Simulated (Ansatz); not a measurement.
C4H12Se4Si (`C[Se][Si]([Se]C)([Se]C)[Se]C`), charge 0, multiplicity 1.

Question: Give a relaxed structure at PBE0-D4/def2-TZVP (Ansatz 0.2.0). (Estimate.)

Answer: The calculation gave: 
Z-matrix (Å, degrees):
```
C
Se 1 1.956
H 1 1.088 2 109.7
H 1 1.089 2 106.3 3 119.3
H 1 1.088 2 109.7 3 -121.4
Si 2 2.271 1 96.1 3 60.8
Se 6 2.271 2 112.9 1 -58.2
Se 6 2.271 2 112.9 1 57.9
Se 6 2.271 2 102.8 1 179.9
C 7 1.956 6 96.1 2 -58.2
C 8 1.956 6 96.1 2 57.9
C 9 1.956 6 96.1 2 179.9
H 10 1.088 7 109.7 6 60.6
H 10 1.088 7 109.7 6 -60.8
H 10 1.089 7 106.3 6 179.9
H 11 1.088 8 109.7 6 -60.7
H 11 1.088 8 109.7 6 60.7
H 11 1.089 8 106.3 6 -180.0
H 12 1.088 9 109.7 6 60.9
H 12 1.088 9 109.7 6 -60.5
H 12 1.089 9 106.3 6 -179.8
```
Point group D2d.
This is one stationary point; other conformers may exist.
